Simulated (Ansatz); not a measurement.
Compare A (`COCS[SiH3]`) with its isomer B (`C[SiH](O)CS`).

Gas-phase electronic energies from Ansatz, PBE0-D4/def2-TZVP geometries. CCSD(T)/CBS adds triple-zeta CCSD(T) − MP2 to the extrapolated MP2 energy (def2 sets, frozen cores). Functionals use def2-TZVPP. B3LYP here is the variant with VWN-RPA as its local correlation; programs differ in this. One conformer a species, not always the lowest.

Which is lower in electronic energy at CCSD(T)/CBS, and by how much? (An estimate is asked.)

The calculation gave: B, by 205.3 kJ/mol.

Give E(B) − E(A) in kJ/mol with HF/def2-TZVPP, ωB97M-V, PBE-D4, CCSD(T)/def2-TZVPP, PBE0-D4, B3LYP, CCSD/def2-TZVPP. (Estimate.)

Computed: HF/def2-TZVPP -191.7, ωB97M-V -202.5, PBE-D4 -184.1, CCSD(T)/def2-TZVPP -199.7, PBE0-D4 -192.5, B3LYP -190.6, CCSD/def2-TZVPP -201.8. None reverses the order clearly.

Largest T1 diagnostic: 0.012.

In def2-TZVPP, CCSD(T) changes the Hartree–Fock value by −8.0 kJ/mol (the triples alone add +2.1 kJ/mol) and MP2 by −17.6 kJ/mol. From PBE to PBE0 (25 % exact exchange), in def2-TZVPP and without D4, E(B) − E(A) moves by −8.4 kJ/mol.
